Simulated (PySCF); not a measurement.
Be(Br)(SeH) (BeBrHSe), SMILES [SeH][Be][Br].

Geometry optimised at B3LYP-D3(BJ)/def2-TZVP. Other conformers were not sampled.

These are PySCF with TDA-M06-2X/def2-SVPD values and carry that method's errors.

Vertical excitations. Isolated molecule, no solvent. State labels are in the subgroup Cs.

Computed lowest excited states:
| state | symmetry | energy (eV) | λ (nm) | f | main pairs |
|---|---|---|---|---|---|
| S1 | A" | 4.92 | 252 | 0.000 | HOMO→LUMO 95 % |
| S2 | A" | 5.70 | 217 | 0.045 | HOMO→LUMO+1 83 % |
| S3 | A' | 6.21 | 199 | 0.150 | HOMO→LUMO+2 80 % |
| S4 | A" | 6.31 | 196 | 0.004 | HOMO→LUMO+7 24 %, HOMO→LUMO+5 24 %, HOMO→LUMO+4 17 %, HOMO→LUMO+3 13 % |
| S5 | A" | 6.66 | 186 | 0.000 | HOMO−2→LUMO 88 % |
| S6 | A' | 6.92 | 179 | 0.019 | HOMO−3→LUMO 70 %, HOMO−1→LUMO 12 % |
| S7 | A' | 6.99 | 177 | 0.059 | HOMO−1→LUMO 55 %, HOMO−2→LUMO+2 26 %, HOMO−3→LUMO 11 % |
| S8 | A" | 7.17 | 173 | 0.035 | HOMO→LUMO+3 57 %, HOMO→LUMO+5 25 % |
| S9 | A" | 7.22 | 172 | 0.000 | HOMO−1→LUMO+2 87 % |
| S10 | A" | 7.38 | 168 | 0.013 | HOMO→LUMO+4 66 %, HOMO→LUMO+5 20 % |
| T1 | A" | 4.73 | 262 | 0 | HOMO→LUMO 89 % |
| T2 | A' | 5.32 | 233 | 0 | HOMO→LUMO+2 90 % |
| T3 | A" | 5.46 | 227 | 0 | HOMO→LUMO+1 78 % |
| T4 | A" | 6.06 | 205 | 0 | HOMO→LUMO+7 26 %, HOMO→LUMO+5 24 %, HOMO→LUMO+4 16 %, HOMO→LUMO+3 10 % |
Triplets are in the Tamm–Dancoff approximation.
